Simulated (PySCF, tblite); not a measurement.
Compound: C8H6O2.
SMILES with atom numbers: `[CH:1]#[C:2][C:3]1=[C:4]([C:5](=[O:6])[O:7][CH3:8])[C:9]1=[CH2:10]` (hydrogens: H11 on C1; H12, H13, H14 on C8; H15, H16 on C10)

Computed with GFN2-xTB (tblite), gas phase: nudged elastic band of 9 images (0 to 8), spring 0.2 eV/Å², climbing image at the end, force threshold 0.05 eV/Å. No saddle search or frequency run followed, so the top image need not be a first-order saddle, and its height can exceed the method's true barrier by a kcal/mol or more.

Path: rotation about C5–C4 (ester carbonyl carbon, fully substituted alkene carbon), followed by the dihedral O7–C5–C4–C9.

Image 0 (start, dihedral -3°):
```
atom  x, y, z in Å
C1      3.442   -2.283   -0.126
C2      2.559   -1.464   -0.063
C3      1.596   -0.492    0.016
C4      0.301   -0.122   -0.019
C5     -1.072   -0.545   -0.192
O6     -1.417   -1.679   -0.429
O7     -1.913    0.492   -0.043
C8     -3.296    0.215   -0.192
C9      1.278    0.918    0.216
C10     1.647    2.155    0.435
H11     4.191   -3.015   -0.184
H12    -3.829    0.956    0.401
H13    -3.580    0.301   -1.243
H14    -3.520   -0.796    0.156
H15     0.922    2.947    0.508
H16     2.684    2.421    0.550
```

Image 8 (end, +0.014 eV, dihedral 178°):
```
atom  x, y, z in Å
C1      2.697   -1.926   -1.367
C2      2.063   -1.095   -0.765
C3      1.386   -0.130   -0.068
C4      0.225    0.430    0.325
C5     -1.221    0.395    0.273
O6     -1.957    1.152    0.857
O7     -1.638   -0.601   -0.532
C8     -3.041   -0.755   -0.677
C9      1.445    1.041    0.802
C10     2.131    1.931    1.474
H11     3.230   -2.659   -1.897
H12    -3.207   -1.209   -1.651
H13    -3.427   -1.405    0.111
H14    -3.536    0.216   -0.612
H15     1.637    2.704    2.036
H16     3.207    1.919    1.482
```

Q: What do the inner images look like?

A: 
Image 1: +0.011 eV, dihedral 19°
```
atom  x, y, z in Å
C1      3.428   -2.259   -0.325
C2      2.550   -1.446   -0.167
C3      1.591   -0.491    0.038
C4      0.295   -0.128    0.111
C5     -1.088   -0.551    0.033
O6     -1.468   -1.688    0.173
O7     -1.893    0.497   -0.210
C8     -3.276    0.212   -0.344
C9      1.282    0.913    0.287
C10     1.651    2.145    0.530
H11     4.177   -2.980   -0.463
H12    -3.814    1.107   -0.040
H13    -3.505   -0.027   -1.386
H14    -3.548   -0.637    0.286
H15     0.920    2.920    0.678
H16     2.690    2.420    0.590
```

Image 2: +0.041 eV, dihedral 41°
```
atom  x, y, z in Å
C1      3.352   -2.236   -0.518
C2      2.500   -1.422   -0.264
C3      1.572   -0.465    0.056
C4      0.290   -0.093    0.220
C5     -1.105   -0.495    0.222
O6     -1.523   -1.517    0.707
O7     -1.866    0.430   -0.383
C8     -3.251    0.137   -0.488
C9      1.302    0.932    0.370
C10     1.698    2.149    0.641
H11     4.082   -2.958   -0.734
H12    -3.773    1.091   -0.522
H13    -3.440   -0.427   -1.404
H14    -3.576   -0.454    0.370
H15     0.989    2.926    0.868
H16     2.742    2.408    0.651
```

Image 3: +0.075 eV, dihedral 65°
```
atom  x, y, z in Å
C1      3.234   -2.211   -0.698
C2      2.422   -1.388   -0.356
C3      1.542   -0.420    0.056
C4      0.283   -0.028    0.308
C5     -1.126   -0.389    0.373
O6     -1.592   -1.188    1.142
O7     -1.829    0.300   -0.538
C8     -3.218    0.009   -0.616
C9      1.333    0.962    0.461
C10     1.773    2.155    0.768
H11     3.931   -2.939   -0.988
H12    -3.707    0.910   -0.978
H13    -3.380   -0.815   -1.313
H14    -3.599   -0.271    0.368
H15     1.102    2.936    1.077
H16     2.823    2.387    0.725
```

Image 4 (top): +0.091 eV, dihedral 89°
```
atom  x, y, z in Å
C1      3.091   -2.177   -0.860
C2      2.327   -1.344   -0.444
C3      1.502   -0.360    0.039
C4      0.271    0.061    0.370
C5     -1.150   -0.244    0.472
O6     -1.678   -0.743    1.431
O7     -1.782    0.119   -0.652
C8     -3.176   -0.155   -0.714
C9      1.369    0.992    0.558
C10     1.866    2.151    0.906
H11     3.749   -2.912   -1.216
H12    -3.616    0.597   -1.366
H13    -3.331   -1.153   -1.129
H14    -3.614   -0.107    0.285
H15     1.243    2.936    1.296
H16     2.920    2.348    0.817
```

Image 5: +0.079 eV, dihedral 114°
```
atom  x, y, z in Å
C1      2.944   -2.130   -1.005
C2      2.227   -1.288   -0.526
C3      1.455   -0.291    0.014
C4      0.254    0.166    0.404
C5     -1.177   -0.075    0.510
O6     -1.776   -0.235    1.541
O7     -1.731   -0.086   -0.711
C8     -3.129   -0.334   -0.774
C9      1.403    1.018    0.648
C10     1.966    2.128    1.051
H11     3.560   -2.870   -1.418
H12    -3.503    0.187   -1.652
H13    -3.301   -1.408   -0.869
H14    -3.617    0.031    0.132
H15     1.392    2.913    1.510
H16     3.025    2.283    0.937
```

Image 6: +0.050 eV, dihedral 137°
```
atom  x, y, z in Å
C1      2.815   -2.069   -1.135
C2      2.137   -1.225   -0.604
C3      1.413   -0.225   -0.009
C4      0.236    0.275    0.407
C5     -1.202    0.102    0.485
O6     -1.873    0.283    1.469
O7     -1.683   -0.286   -0.709
C8     -3.084   -0.508   -0.788
C9      1.427    1.037    0.720
C10     2.055    2.082    1.195
H11     3.394   -2.811   -1.596
H12    -3.382   -0.280   -1.809
H13    -3.299   -1.552   -0.555
H14    -3.607    0.136   -0.078
H15     1.524    2.865    1.705
H16     3.121    2.185    1.092
```

Image 7: +0.024 eV, dihedral 159°
```
atom  x, y, z in Å
C1      2.726   -1.999   -1.254
C2      2.076   -1.160   -0.681
C3      1.385   -0.170   -0.034
C4      0.223    0.372    0.379
C5     -1.221    0.270    0.399
O6     -1.945    0.768    1.225
O7     -1.649   -0.461   -0.647
C8     -3.050   -0.655   -0.754
C9      1.440    1.045    0.771
C10     2.116    2.013    1.337
H11     3.280   -2.737   -1.753
H12    -3.275   -0.758   -1.813
H13    -3.335   -1.563   -0.217
H14    -3.581    0.198   -0.326
H15     1.614    2.794    1.879
H16     3.189    2.054    1.278
```

The largest changes of bonds and angles from start to top: C4–C5 1.447 → 1.458 Å, C4–C9 1.446 → 1.452 Å, C5=O6 1.208 → 1.203 Å, C3=C4 1.347 → 1.342 Å, C3–C9–C10 151.0 → 152.1°, C3–C4–C5 146.6 → 147.7°, C4–C9–C10 153.8 → 152.9°. GFN2-xTB torsional profiles can miss by a kcal/mol or more and can put conformers in the wrong order.

Q: What do single points at PBE0/pcSseg-1 (PySCF, no dispersion term) give on some images?

A: 
```
image  GFN2-xTB E (eV)  DFT E (eV)  HOMO (eV)  LUMO (eV)  dipole (D)
    0            0.000       0.000      -6.44      -2.67        0.15
    2            0.041       0.069      -6.41      -2.41        1.38
    4            0.091       0.149      -6.35      -1.91        2.50
    6            0.050       0.081      -6.41      -2.39        3.19
    8            0.014       0.006      -6.45      -2.69        3.51
```

Energies count from image 0 at each level. At the GFN2-xTB top the DFT energy is 3.4 kcal/mol against 2.1; the geometries weren't optimised at the DFT level.

What follows is the cost of the whole band run. The run took about 11 s of CPU time (one thread, shared machine).
